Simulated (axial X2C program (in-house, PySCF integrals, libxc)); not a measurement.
Outer orbitals of AlI at 2.569 Å, r2SCAN

Calculated with an in-house relativistic program for diatomic molecules. Spin-free means the one-electron spin-free X2C Hamiltonian; two-component (2c) means X2C with spin–orbit coupling and atomic mean-field two-electron Coulomb and Gaunt terms, so the difference of the two also holds small scalar two-electron terms. Basis: I dyall-cv3z [11s12p8d4f1g], Al dyall-v3z [8s8p2d1f] (cores contracted in-house); Gaussian nuclei, density fitting, unrestricted open shells. Masses: I 126.904 u, Al 26.982 u.

The distance is close to the 2c PBE0 minimum; the highest filled and lowest empty levels are listed.

Spin-free orbitals, state M_S = 0, Λ = 0 (closed shell) (Löwdin shares):

```csv
symmetry,occupied,ε (eV),atomic character
σα,yes,-17.50,"82% I s, 8% Al p, 5% Al s"
σα,yes,-9.43,"50% I p, 42% Al s, 4% I s"
π+α,yes,-6.94,"88% I p, 7% Al p, 4% Al d"
π-α,yes,-6.94,"88% I p, 7% Al p, 4% Al d"
σα,yes,-6.05,"41% Al s, 28% I p, 26% Al p"
π+α,no,-2.52,"88% Al p, 6% I p, 4% I d"
π-α,no,-2.52,"88% Al p, 6% I p, 4% I d"
σα,no,-0.31,"56% Al p, 18% Al d, 9% I p"
σα,no,1.53,"63% Al s, 17% I d, 9% Al p"
```

One partner of each degenerate Kramers or spin pair is listed.

Spinors with spin–orbit coupling (state Ω = 0):

```
  ω  occupied  ε (eV)             atomic character    λ mixture
1/2       yes  -17.52    82% I s, 8% Al p, 5% Al s       100% σ
1/2       yes   -9.47    52% I p, 41% Al s, 4% I s  98% σ, 2% π
1/2       yes   -7.27    84% I p, 6% Al p, 5% Al s  94% π, 6% σ
3/2       yes   -6.68    87% I p, 8% Al p, 4% Al d       100% π
1/2       yes   -5.99  38% Al s, 32% I p, 26% Al p  95% σ, 5% π
1/2        no   -2.55     89% Al p, 6% I p, 4% I d       100% π
3/2        no   -2.49     87% Al p, 7% I p, 4% I d       100% π
1/2        no   -0.31   56% Al p, 18% Al d, 9% I p       100% σ
1/2        no    1.53   63% Al s, 17% I d, 9% Al p       100% σ
```

One partner of each degenerate Kramers or spin pair is listed.

How does the gap between the highest filled and lowest empty level change from the spin-free to the 2c table?

From 3.53 to 3.44 eV at r2SCAN, a change of -0.09 eV.

Mulliken charges and populations of the two-component result (they depend on the basis, above all on diffuse functions):

I -0.23 e (s 9.96 p 23.24 d 20.02), Al 0.23 e (s 5.93 p 6.72 d 0.10 f 0.01).

The state is a single determinant with fixed occupations, the lowest that a limited PBE0 search found.
